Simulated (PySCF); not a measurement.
A structure optimised at PBE-D3(BJ)/def2-SVP, used in a PySCF frequency run:

```
C
H 1 1.1085
H 1 1.1156 2 107.83
C 1 1.5351 2 110.94 3 116.27
O 4 1.2186 1 124.36 2 -16.99
Si 1 1.9103 2 118.25 3 -119.33
O 6 1.6994 1 100.54 2 -153.19
Si 7 1.6958 6 116.63 1 14.82
H 6 1.5001 7 109.88 8 134.35
H 8 1.5003 7 111.66 6 117.36
H 6 1.5025 9 109.74 7 -121.88
H 8 1.5035 10 110.00 7 -123.48
```

Write its SMILES and formula.

O=C1C[SiH2]O[SiH2]1, C2H6O2Si2

What are its rotational constants (standard atomic weights)?

3.3651, 2.2295, 1.4359 GHz
